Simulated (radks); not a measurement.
The numbers below are computed, except where a source is named.
Species: Kr I. Configuration: [Ar] 3d10 4s2 4p5.75 5p0.25 (fractional occupations, a model configuration).

Level of theory: scalar-relativistic Kohn-Sham, PW91, spin-polarised, spherical densities, finite nucleus; open shells are filled with parallel spins first; Fermi nuclear charge, rms radius 4.1884 fm (a radial shooting solver on a logarithmic mesh with Libxc functionals).

Energy parts (eV):
| part | energy |
|---|---|
| total | -75939.267 |
| kinetic | 77674.123 |
| electron-nucleus | -183075.307 |
| Hartree | 32100.638 |
| exchange-correlation | -2638.722 |

Orbitals (lengths in bohr, moments of r in powers of bohr; r(max) is where P^2 peaks):
orbital  occ.  eigenvalue (eV)   <1/r>   r(max)       <r^4>
1s up       1        -14162.89   36.76  0.02708  0.00001386
1s down     1        -14162.87   36.76  0.02708  0.00001386
2s up       1        -1866.934   8.164   0.1542    0.002724
2s down     1        -1866.924   8.164   0.1542    0.002724
2p up       3        -1651.193   7.985   0.1234    0.001969
2p down     3        -1651.176   7.985   0.1234    0.001969
3s up       1        -266.0760   2.700   0.4669      0.1655
3s down     1        -266.0531   2.700   0.4669      0.1655
3p up       3        -197.3746   2.547   0.4631      0.1970
3p down     3        -197.3489   2.547   0.4631      0.1969
3d up       5         -83.6243   2.272   0.4110      0.3094
3d down     5         -83.5931   2.272   0.4110      0.3088
4s up       1         -25.1149  0.8541    1.336       12.59
4s down     1         -24.9137  0.8543    1.336       12.62
4p up       3         -11.1411  0.6936    1.542       33.04
4p down  2.75         -10.9444  0.6930    1.543       33.24
5p up    0.25          -0.5866  0.1101    9.633       35130

The highest occupied level is 5p up at -0.587 eV. The electron density at the nucleus is 5.014e+04 e/bohr^3 (large components only). The density falls to 0.001 e/bohr^3 at r = 3.96 bohr. The spin density at the nucleus is -0.06767 e/bohr^3 (1s -0.03407, 2s 0.00991, 3s 0.01020, 4s -0.05370). Spin moment in Bohr magnetons: 0.5. Summed over all electrons, <r^2> = 73.06 bohr^2, which gives a Langevin (diamagnetic) susceptibility term of -57.9 x 10^-6 cm^3/mol.

Empty levels of this run are not shown, since the potential may be unsettled where no density lies.
